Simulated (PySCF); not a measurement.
## Bond length, frequency and bond energy of HgO⁻ by level of theory

State: ²Σ⁺ (doublet), unpaired electrons σ ↑. Set-up: basis Hg def2-SVPD with ECP60, O def2-SVPD; scalar-relativistic core potentials; PySCF 2.14. De refers to Hg + O⁻ in their high-spin ground configurations, without counterpoise correction. The functionals are run spin-unrestricted. A positive dipole points towards O; it is taken about the centre of mass and depends on that origin. Levels whose curve was spin-contaminated or gave no clean fit are not listed.

| Level | Re (Å) | ωe (cm⁻¹) | De (eV) | μ (D) | CPU s a point (SCF and correlation, without the integrals) |
| --- | --- | --- | --- | --- | --- |
| UHF-MP2 | 2.323 | 212 | 0.69 | n/a | 0.39 |
| UHF-SCS-MP2 | 2.392 | 202 | n/a | n/a | n/a |
| PBE | 2.100 | 362 | 1.07 | -5.69 | 0.73 |
| PW91 | 2.098 | 365 | 1.11 | -5.68 | 0.52 |
| BLYP | 2.155 | 317 | 0.88 | -5.96 | 0.5 |
| r²SCAN | 2.108 | 334 | 1.08 | -5.53 | 1.1 |
| PBE0 | 2.151 | 285 | 0.86 | -5.79 | 1 |
| CAM-B3LYP | 2.183 | 261 | 0.80 | -5.95 | 1.1 |

(1) What does a quarter of exact exchange do here, going from PBE to PBE0?

(2) What does the step from GGA to meta-GGA do here, going from PBE to r²SCAN?

Correlated steps freeze 1 core orbital. Correlated levels converge slowly with the basis: in double zeta they bind strong bonds too weakly, by up to about 1 eV, and carry superposition errors of some tenths. Spin–orbit coupling is left out, which matters for elements this heavy, above all for dissociation energies. For an ion De counts to the pair picked by the measured ionisation energies or electron affinities, which need not be the lowest pair at this level. The highest Kohn–Sham level is positive in this anion. Much of that is self-interaction error, but it also means that the finite basis helps to hold the extra electron. The state is the lowest determinant that a PBE0 search found; another state may lie lower at other levels.

The whole job (state search and all levels along the bond) took about 1.9 min on 1 thread of Arm Neoverse V2 (shared host), peak memory 0.89 GiB.

Results:

(1) PBE0 less PBE: +5.1 pm in Re, -21.3 % in ωe, -0.21 eV in De. Exact exchange removes part of the self-interaction that spreads semilocal densities, and in most molecules shortens and stiffens the bond and lowers De; here Re and ωe go the other way.

(2) r²SCAN less PBE: +0.8 pm in Re, -7.7 % in ωe, +0.01 eV in De.
